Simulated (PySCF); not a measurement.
# Excitation energy of Ti²⁺ by level of theory

Ti²⁺ [Ar] 3d2 (3F) → Ti²⁺ [Ar] 3d1 4s1 (3D), as a difference of total energies. Computed with PySCF 2.14 in aug-cc-pVQZ-DK, with the spin-free X2C one-electron Hamiltonian (Gaussian nucleus). Correlated levels: valence: [Ar] frozen. The calculations carry no spin-orbit coupling.

```
           method  excitation energy (eV)
              UHF                   4.558
              LDA                   4.756
           r2SCAN                   5.179
            M06-L                   5.597
          r2SCANh                   5.160
           PBEsol                   4.864
    MP2 (valence)                   4.600
SCS-MP2 (valence)                   4.572
```

Problem. Estimate what PBE0 gives.

Solution. 4.923 eV, closest to PBEsol among the rows shown.

Problem. Estimate what PBE gives.

Solution. 4.840 eV, closest to PBEsol among the rows shown.

A first-order spin-orbit estimate (lowest level to lowest level, LS coupling) adds 0.005 eV.
